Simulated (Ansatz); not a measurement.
Geometry optimisation, RKS BLYP/def2-SVP (Ansatz).

Input file:

```yaml
crystal:
  periodic: [false, false, false]
  atoms:
    - { symbol: Si, position_ang: [0.0, 0.0, 0.0] }
    - { symbol: C, position_ang: [1.1598, 0.0, 1.7145] }
    - { symbol: H, position_ang: [0.1602, -0.3092, 2.085] }
    - { symbol: H, position_ang: [1.9274, -0.7111, 2.085] }
    - { symbol: H, position_ang: [1.3918, 1.0203, 2.085] }
    - { symbol: H, position_ang: [1.6388, 0.0, 0.265] }
    - { symbol: O, position_ang: [-0.7913, 1.3709, -0.5594] }
    - { symbol: C, position_ang: [-2.1512, 1.4177, -0.9653] }
    - { symbol: H, position_ang: [-2.7687, 0.8215, -0.2614] }
    - { symbol: H, position_ang: [-2.5023, 2.4707, -0.9639] }
    - { symbol: H, position_ang: [-2.2473, 0.9975, -1.9882] }
    - { symbol: O, position_ang: [-0.7913, -1.3709, -0.5594] }
    - { symbol: C, position_ang: [-1.5365, -2.2685, 0.2501] }
    - { symbol: H, position_ang: [-1.2251, -2.1576, 1.3097] }
    - { symbol: H, position_ang: [-2.6187, -2.04, 0.1571] }
    - { symbol: H, position_ang: [-1.349, -3.3106, -0.083] }
basis:
  gaussian: { orbitals: def2-SVP }
hamiltonian:
  xc: blyp
relax:
  f_tol: 0.15
  max_steps: 25
  restrain:
    - { distance: [1, 5], at: 2.31, k: 30.0 }
    - { distance: [0, 1], at: 1.87, k: 30.0 }
    - { distance: [0, 5], at: 1.46, k: 30.0 }
```

Run as:

```bash
$ ansatz run input.yaml --threads 4 --pin off --max-ram 5120MiB --backend cpu --events-out ev --progress --plain --runs-dir out
```

Task: Where does it end, and by what steps?

Result: The forces met the threshold. The restraints hold the end off the free minimum; the threshold counts their pulls, which the force column leaves out. Restrained pairs: C2–H6 (1.53 → 2.36 Å), Si1–C2 (2.07 → 1.86 Å), Si1–H6 (1.66 → 1.46 Å). After 8 steps the energy has fallen by 5.153 eV (the restraints' own energy left out); H6 moved furthest, 0.73 Å.

```
step  energy less start (eV)  largest force component (eV/Å)  accepted
   0                  0.0000                           5.355       yes
   1                 -1.7835                           3.854       yes
   2                 -3.0126                           3.502       yes
   3                 -4.3127                           1.906       yes
   4                 -5.0090                           1.665       yes
   5                 -5.1391                           1.581       yes
   6                 -5.1474                           1.408       yes
   7                 -5.1463                           1.333        no
   8                 -5.1528                           1.385       yes
```

```xyz
16
Properties=species:S:1:pos:R:3
Si 0.146 -0.012 0.016
C 0.750 -0.009 1.774
H 0.039 -0.147 2.617
H 1.523 -0.804 1.841
H 1.266 0.962 1.933
H 1.524 0.061 -0.454
O -0.708 1.352 -0.443
C -2.047 1.466 -0.910
H -2.778 0.948 -0.250
H -2.317 2.543 -0.937
H -2.163 1.054 -1.937
O -0.645 -1.406 -0.479
C -1.412 -2.321 0.296
H -1.171 -2.274 1.382
H -2.502 -2.127 0.178
H -1.210 -3.355 -0.054
```

The run took 19 s on 4 threads of Arm Neoverse V1, with other jobs on the host, peak memory 0.2 GiB.
